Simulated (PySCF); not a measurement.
Electron correlation in Ar⁺ (argon, charge +1)

[Ne] 3s2 3p5, 2P determinant. All numbers are calculated (PySCF 2.14, the spin-free X2C one-electron Hamiltonian (Gaussian nucleus), in dyall-av3z (19s12p3d2f, 84 functions)). Frozen: [Ne]; 7 electrons correlated; the 26 highest virtual orbitals of each spin left out.

```json
{"level": "CCSD", "correlation energy (mhartree)": "-194.75"}
{"level": "(T)", "correlation energy (mhartree)": "-5.40"}
{"level": "CCSD(T)", "correlation energy (mhartree)": "-200.15"}
```

Diagnostics: T1 = 0.0062, D1 = 0.0210, largest double amplitude 0.039.

Q: Is a single reference adequate?

A: Yes: T1 lies below 0.03 and no double amplitude reaches 0.07.
